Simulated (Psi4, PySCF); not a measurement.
PySCF was given this input:
```python
from pyscf import gto, scf, dft

mol = gto.Mole()
mol.atom = '''
    S    -0.901900    0.443900    0.487000
    S     0.900200    0.457200   -0.477800
    H    -1.530600   -0.450500   -0.292300
    H     1.532400   -0.450600    0.283100
'''
mol.basis = '6-31g**'
mol.charge = -1
mol.spin = 1
mol.verbose = 4
mol.build()

mf = dft.UKS(mol)
mf.xc = 'pbe'
mf.grids.atom_grid = (99, 590)
mf.grids.prune = None
mf.kernel()
```

### Question
Write the same job for Psi4.

### Answer
This is not unique; one that fits is 
```
memory 2 GB

molecule mol {
-1 2
  S    -0.901900    0.443900    0.487000
  S     0.900200    0.457200   -0.477800
  H    -1.530600   -0.450500   -0.292300
  H     1.532400   -0.450600    0.283100
}

set basis 6-31g**
set reference uks
set scf_type pk
set puream true
set d_convergence 1e-8
set dft_radial_points 99
set dft_spherical_points 590

energy('pbe')
print_variables()
```

Both were run: PySCF gave -797.139620 Eh and Psi4 -797.139619 Eh, 0.000 mEh apart.
